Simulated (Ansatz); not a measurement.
A nudged elastic band was laid between two geometries of ClH + F6W (9 atoms, charge 0, multiplicity 1).

Method: RKS LDA/def2-SVP in Ansatz.

* movable images: 5
* climbing image: yes
* spring: 5.0 eV/Å²
* optimiser: quadratic models (default)
* start path: through a guess of the saddle point
* force threshold: 0.05 eV/Å
* iteration limit: 60
* end points: relaxed

First end point:

```xyz
9
Properties=species:S:1:pos:R:3
W -0.121 -0.122 -0.161
F 0.067 0.086 1.677
F 1.707 -0.138 -0.334
F -0.154 1.704 -0.351
F -1.950 -0.129 0.046
F -0.112 -1.949 0.064
F -0.312 -0.333 -1.974
Cl 2.186 2.249 1.901
H 1.331 1.384 2.370
```

Last end point:

```xyz
9
Properties=species:S:1:pos:R:3
W 0.314 0.318 -0.365
F -0.229 -0.199 2.865
F 1.855 0.053 -1.343
F 0.042 1.843 -1.364
F -1.266 0.635 0.513
F 0.639 -1.250 0.533
F -0.624 -0.645 -1.626
Cl 1.487 1.522 1.198
H 0.425 0.476 2.825
```

(1) Which bonds break or form, and what moves?

(2) Give the energies along the band, and the barrier.

(3) What is the geometry of the highest image?

(4) What are the harmonic wavenumbers there?

Results:

(1) Bonds broken: W1–F2, Cl8–H9. Bonds formed: W1–Cl8, F2–H9. ClH + F6W becomes ClF5W + FH.

(2) It converged. The highest image is number 5 of 0 to 6, 0.61 eV above the first end and 0.14 eV above the last; the last end lies 0.46 eV above the first. A vibrational analysis at the climbing image gives one clearly imaginary mode, 93i cm⁻¹: a first-order saddle point. The orbitals stay closed-shell, which can raise the energy where a bond breaks towards radicals; this wasn't checked here.

```json
{"image": "0", "path coordinate (Å)": "0.00", "energy (eV)": "0.00", "W1–F2 (Å)": "1.86", "Cl8–H9 (Å)": "1.30", "W1–Cl8 (Å)": "3.90"}
{"image": "1", "path coordinate (Å)": "1.53", "energy (eV)": "0.10", "W1–F2 (Å)": "1.85", "Cl8–H9 (Å)": "1.30", "W1–Cl8 (Å)": "3.77"}
{"image": "2", "path coordinate (Å)": "3.06", "energy (eV)": "0.21", "W1–F2 (Å)": "1.86", "Cl8–H9 (Å)": "1.31", "W1–Cl8 (Å)": "2.97"}
{"image": "3", "path coordinate (Å)": "4.59", "energy (eV)": "0.27", "W1–F2 (Å)": "2.21", "Cl8–H9 (Å)": "1.78", "W1–Cl8 (Å)": "2.46"}
{"image": "4", "path coordinate (Å)": "6.12", "energy (eV)": "0.28", "W1–F2 (Å)": "2.20", "Cl8–H9 (Å)": "1.77", "W1–Cl8 (Å)": "2.46"}
{"image": "5", "path coordinate (Å)": "7.65", "energy (eV)": "0.61", "W1–F2 (Å)": "2.57", "Cl8–H9 (Å)": "2.04", "W1–Cl8 (Å)": "2.35"}
{"image": "6", "path coordinate (Å)": "8.57", "energy (eV)": "0.46", "W1–F2 (Å)": "3.32", "Cl8–H9 (Å)": "2.21", "W1–Cl8 (Å)": "2.30"}
```

(3) 
```xyz
9
Properties=species:S:1:pos:R:3
W 0.264 0.262 -0.143
F 0.002 -0.246 2.360
F 1.917 0.012 -0.931
F 0.121 1.751 -1.231
F -1.404 0.658 0.529
F 0.437 -1.497 0.373
F -0.567 -0.497 -1.609
Cl 1.391 1.765 1.269
H 0.480 0.544 2.621
```

(4) 93i, 36, 65, 163, 208, 220, 231, 256, 286, 308, 333, 359, 374, 411, 648, 669, 696, 720, 736, 748, 3523 cm⁻¹.

The run took 6.1 min on 4 threads of Arm Neoverse V1 (shared host), peak memory 0.24 GiB.
